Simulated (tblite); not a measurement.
Species: CH₅FGe.
Bonds: C1–Ge2, Ge2–F3. Hydrogens: H4, H5, H6 on C1; H7, H8 on Ge2.

Computed with GFN2-xTB (tblite), gas phase: L-BFGS steps from a force-field or distance-geometry start until the largest atomic force falls under 0.01 eV/Å.

Geometry at step 5:
```
atom  x, y, z in Å
C1      1.0302    0.1016   -0.0564
Ge2    -0.8792   -0.1920    0.0044
F3     -1.6125    1.2971    0.5659
H4      1.5046   -0.8097   -0.3998
H5      1.4413    0.3393    0.9227
H6      1.3058    0.9033   -0.7381
H7     -1.4881   -0.4235   -1.3351
H8     -1.2931   -1.2067    1.0121
```

Question: What forces act on the atoms?

Answer: 
```tsv
atom	Fx (eV/Å)	Fy (eV/Å)	Fz (eV/Å)
C1	0.462	0.113	0.033
Ge2	-0.096	0.095	0.031
F3	-0.012	-0.095	-0.035
H4	0.150	-0.101	-0.066
H5	-0.056	0.026	0.028
H6	-0.054	0.021	-0.012
H7	-0.209	0.023	-0.135
H8	-0.185	-0.083	0.156
```

The largest, 0.48 eV/Å, acts on C1; the rms over all components is 0.134 eV/Å. The forces sum to zero within rounding, as they must for an isolated molecule in no field.

Question: Give the force on C1 in Eh/bohr and in nN.

Answer: 0.477 eV/Å ÷ 51.422 = 0.00927 Eh/bohr, and 0.477 eV/Å × 1.602 = 0.76 nN.

Question: How far is this geometry from the end of the optimisation?

Answer: 0.030 eV above it, and 0.061 Å rms away after alignment. The bonds farthest from their final lengths, with half the difference of the two atoms' forces along the bond (positive lengthens):

| bond | now (Å) | final (Å) | force along bond (eV/Å) |
| --- | --- | --- | --- |
| C1–Ge2 | 1.933 | 1.963 | +0.28 |
| Ge2–H8 | 1.489 | 1.504 | +0.12 |
| Ge2–H7 | 1.490 | 1.504 | +0.10 |
| C1–H4 | 1.083 | 1.086 | +0.04 |

The angle farthest from its final value is C1–Ge2–H7, 113.5° against 116.8°.

Of the 3 listed bonds off by 0.010 Å or more, this force points towards the final length in 3.

What follows is the cost of the whole relaxation. Hardware: one thread, Arm Neoverse N1 (aarch64), shared host with 64 logical CPUs at a one-minute load of 60. Cost: 0.12 s of wall time.
